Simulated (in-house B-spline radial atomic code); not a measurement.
## Binding energies in Cr⁷⁺

NIST's tabulated ground configuration is [Ne] 3s2 3p5; each binding energy is the energy of the ion with one electron taken from that subshell, relaxed, less that of the parent. Method: Dirac-Hartree-Fock, average of configuration, Fermi nucleus of rms radius 3.6452 fm. Calculated with a B-spline radial code for spherical atoms. Energies include first-order Breit, QED and recoil terms.

```csv
subshell,X-ray name,binding energy (eV),-ε (eV),relaxation (eV)
2s,L1,866.2,874.4,7.6
3s,M1,220.7,221.7,0.9
3p,"M2,3",184.8,185.8,0.9
```

Relaxation = -ε minus the binding energy without Breit, QED and recoil terms.

Problem. What does it cost to remove both a 3s and a 3p electron?

Solution. 430.06 eV, which is 24.52 eV more than the two single binding energies together.
